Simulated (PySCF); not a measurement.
Gas-phase reaction: I₂ + O₂ + 2 H = 2 HOI

Method: PySCF energies plus ideal-gas RRHO corrections (1 bar). † marks an energy on the PBE0/def2-TZVP geometry and frequencies. Open shells (unrestricted): O₂ (multiplicity 3), H (multiplicity 2); the rest are closed-shell singlets. B3LYP is the form with VWN-RPA correlation. I: scalar-relativistic def2 core potential, no spin-orbit coupling.

M06-2X/def2-TZVP† gives ΔH°(298 K) = -581 kJ.

### Question
What do B3LYP/def2-TZVP†, ωB97M-V/def2-TZVP†, HF/def2-TZVP† give?

### Answer
B3LYP/def2-TZVP†: -582 kJ; ωB97M-V/def2-TZVP†: -593 kJ; HF/def2-TZVP†: -393 kJ. For scale, ΔH°(298 K) is -581 kJ at this level, -593 kJ at ωB97M-V/def2-TZVP†, and runs from -892 to -393 kJ over the 18 levels computed.
